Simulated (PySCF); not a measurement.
Sn(F)(OH)3 (FH₃O₃Sn), SMILES [OH][Sn]([F])([OH])[OH].

Coordinates come from a PBE-D3(BJ)/def2-SVP optimisation. The structure was generated by enumeration; whether it is a known compound was not checked. The def2 effective core potentials stand for the cores of Sn; spin–orbit coupling is left out. One conformer was computed; it need not be the lowest.

All values below come from PBE-D3(BJ)/def2-SVP run with PySCF 2.14.0.

Frequencies are harmonic and unscaled.

```tsv
mode	ν (cm⁻¹)	IR (km/mol)	moving atoms (share of kinetic energy)
1	20	36.0	H 72 %, O 14 %, F 13 %
2	27	34.7	H 73 %, O 14 %, F 14 %
3	150	61.5	H 71 %, O 19 %, Sn 9 %
4	166	14.4	O 69 %, Sn 14 %, H 13 %
5	166	15.5	O 68 %, Sn 14 %, H 13 %
6	181	42.6	O 41 %, F 33 %, H 19 %
7	181	41.0	O 41 %, F 34 %, H 20 %
8	183	127.8	O 58 %, H 28 %, Sn 11 %
9	577	0.5	O 75 %, F 23 %
10	612	62.8	F 63 %, O 19 %, Sn 17 %
11	624	75.2	O 83 %, Sn 16 %
12	624	75.3	O 83 %, Sn 16 %
13	878	44.8	H 94 %
14	882	71.1	H 93 %
15	882	71.4	H 93 %
16	3692	102.8	H 94 %
17	3692	102.8	H 94 %
18	3694	3.1	H 94 %
```
